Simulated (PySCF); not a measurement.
CH₈Ge₂, SMILES [GeH3][CH2][GeH3].

Geometry: TPSSh-D3(BJ)/def2-SVP.

Calculation: PySCF with TDDFT-ωB97X/def2-SVPD.

Vertical excitations. The molecule is in vacuum. State labels are in the subgroup C2v.

Question: Give excitation energies, oscillator strengths and character. (An estimate is asked for; the answer gives what the named calculation found.)

Answer: 
```json
[
 {"state": "S1", "symmetry": "B1", "energy (eV)": "8.02", "λ (nm)": "155", "f": "0.045", "main pairs": "HOMO→LUMO 72 %, HOMO→LUMO+1 23 %"},
 {"state": "S2", "symmetry": "A1", "energy (eV)": "8.42", "λ (nm)": "147", "f": "0.004", "main pairs": "HOMO−1→LUMO 71 %, HOMO−1→LUMO+1 15 %"},
 {"state": "S3", "symmetry": "B1", "energy (eV)": "8.56", "λ (nm)": "145", "f": "0.386", "main pairs": "HOMO→LUMO+1 44 %, HOMO→LUMO+3 16 %, HOMO→LUMO 16 %"},
 {"state": "S4", "symmetry": "B1", "energy (eV)": "8.75", "λ (nm)": "142", "f": "0.108", "main pairs": "HOMO→LUMO+3 72 %, HOMO→LUMO+1 12 %"},
 {"state": "S5", "symmetry": "A2", "energy (eV)": "8.78", "λ (nm)": "141", "f": "0.000", "main pairs": "HOMO−3→LUMO 70 %"},
 {"state": "S6", "symmetry": "B2", "energy (eV)": "8.80", "λ (nm)": "141", "f": "0.070", "main pairs": "HOMO−2→LUMO 62 %, HOMO−2→LUMO+1 15 %"},
 {"state": "S7", "symmetry": "A1", "energy (eV)": "8.86", "λ (nm)": "140", "f": "0.123", "main pairs": "HOMO→LUMO+2 53 %, HOMO−1→LUMO+1 27 %"},
 {"state": "S8", "symmetry": "B1", "energy (eV)": "8.97", "λ (nm)": "138", "f": "0.033", "main pairs": "HOMO−4→LUMO 53 %, HOMO−1→LUMO+2 34 %"},
 {"state": "S9", "symmetry": "A1", "energy (eV)": "8.99", "λ (nm)": "138", "f": "0.071", "main pairs": "HOMO−1→LUMO+3 39 %, HOMO−1→LUMO+1 26 %, HOMO→LUMO+2 16 %"},
 {"state": "S10", "symmetry": "B2", "energy (eV)": "9.04", "λ (nm)": "137", "f": "0.013", "main pairs": "HOMO→LUMO+4 70 %"},
 {"state": "T1", "symmetry": "B1", "energy (eV)": "7.63", "λ (nm)": "162", "f": "0", "main pairs": "HOMO→LUMO 51 %, HOMO→LUMO+1 38 %"},
 {"state": "T2", "symmetry": "B1", "energy (eV)": "7.95", "λ (nm)": "156", "f": "0", "main pairs": "HOMO→LUMO+1 32 %, HOMO→LUMO+3 23 %, HOMO→LUMO 21 %, HOMO→LUMO+8 9 %"},
 {"state": "T3", "symmetry": "A1", "energy (eV)": "8.11", "λ (nm)": "153", "f": "0", "main pairs": "HOMO−1→LUMO 56 %, HOMO−1→LUMO+1 25 %"},
 {"state": "T4", "symmetry": "A2", "energy (eV)": "8.45", "λ (nm)": "147", "f": "0", "main pairs": "HOMO−3→LUMO 56 %, HOMO−2→LUMO+2 12 %, HOMO−2→LUMO+6 11 %"}
]
```
Triplets are in the Tamm–Dancoff approximation, which puts them higher than full response would, so one can lie above its singlet here.
